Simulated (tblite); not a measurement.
Compound: C7H12FNSi.
Numbering: `[CH3:1][CH2:2][C@@H:3]1[CH2:4][CH2:5][C@:6]([F:7])([C:8]#[N:9])[SiH2:10]1` (hydrogens: H11, H12, H13 on C1; H14, H15 on C2; H16 on C3; H17, H18 on C4; H19, H20 on C5; H21, H22 on Si10)

Computed with GFN2-xTB (tblite), gas phase: L-BFGS steps from a force-field or distance-geometry start until the largest atomic force falls under 0.01 eV/Å.

At the end of the run (lengths in Å): C4–C5 1.524, C6–Si10 1.951, C5–C6 1.534, C2–C3 1.527, C3–C4 1.537, C5–H20 1.092, C5–H19 1.092, C4–C5–C6 108.0°, C5–C6–Si10 105.0°, F7–C6–Si10 110.6°, C3–C4–C5 108.7°, C1–C2–C3–C4 -177°, C2–C3–C4–C5 -167°, C3–C4–C5–C6 51°, H19–C5–C6–F7 -35°, H19–C5–C4–C3 -65°.

**Question.** These geometries were met on the way; a selection of coordinates is given. Order them by energy above the end point, lowest first.
A. C4–C5 1.538, C6–Si10 1.947, C5–C6 1.537, C2–C3 1.525, C3–C4 1.536, C5–H20 1.090, C5–H19 1.092, C4–C5–C6 111.2°, C5–C6–Si10 107.5°, F7–C6–Si10 104.8°, C3–C4–C5 110.3°, C1–C2–C3–C4 177°, C2–C3–C4–C5 -168°, C3–C4–C5–C6 25°, H19–C5–C6–F7 12°, H19–C5–C4–C3 -94°
B. C4–C5 1.544, C6–Si10 1.909, C5–C6 1.525, C2–C3 1.525, C3–C4 1.522, C5–H20 1.082, C5–H19 1.082, C4–C5–C6 111.9°, C5–C6–Si10 101.5°, F7–C6–Si10 105.5°, C3–C4–C5 111.8°, C1–C2–C3–C4 -179°, C2–C3–C4–C5 -150°, C3–C4–C5–C6 -2°, H19–C5–C6–F7 45°, H19–C5–C4–C3 -127°
C. C4–C5 1.544, C6–Si10 1.926, C5–C6 1.529, C2–C3 1.528, C3–C4 1.542, C5–H20 1.089, C5–H19 1.089, C4–C5–C6 111.7°, C5–C6–Si10 104.0°, F7–C6–Si10 106.4°, C3–C4–C5 111.3°, C1–C2–C3–C4 -178°, C2–C3–C4–C5 -152°, C3–C4–C5–C6 -2°, H19–C5–C6–F7 41°, H19–C5–C4–C3 -125°
D. C4–C5 1.538, C6–Si10 1.941, C5–C6 1.528, C2–C3 1.525, C3–C4 1.539, C5–H20 1.090, C5–H19 1.089, C4–C5–C6 111.4°, C5–C6–Si10 106.2°, F7–C6–Si10 105.0°, C3–C4–C5 112.2°, C1–C2–C3–C4 -172°, C2–C3–C4–C5 -155°, C3–C4–C5–C6 2°, H19–C5–C6–F7 34°, H19–C5–C4–C3 -119°
E. C4–C5 1.452, C6–Si10 1.883, C5–C6 1.479, C2–C3 1.475, C3–C4 1.491, C5–H20 1.128, C5–H19 1.126, C4–C5–C6 115.1°, C5–C6–Si10 99.0°, F7–C6–Si10 104.6°, C3–C4–C5 114.5°, C1–C2–C3–C4 180°, C2–C3–C4–C5 -148°, C3–C4–C5–C6 -3°, H19–C5–C6–F7 51°, H19–C5–C4–C3 -130°

**Answer.** A (0.106 eV), D (0.172 eV), C (0.278 eV), B (0.453 eV), E (0.952 eV).

```
step  E above end (eV)  rms distance from the end, all atoms (Å)  largest force (eV/Å)  rms shift of all bonds from the end (Å)
  79             0.106                                     0.603                 0.093                                    0.004
  35             0.172                                     0.734                 0.141                                    0.005
  11             0.278                                     0.813                 0.248                                    0.008
   3             0.453                                     0.823                 0.560                                    0.015
   0             0.952                                     0.824                 4.199                                    0.033
```

Rows stand in the order of the answer.
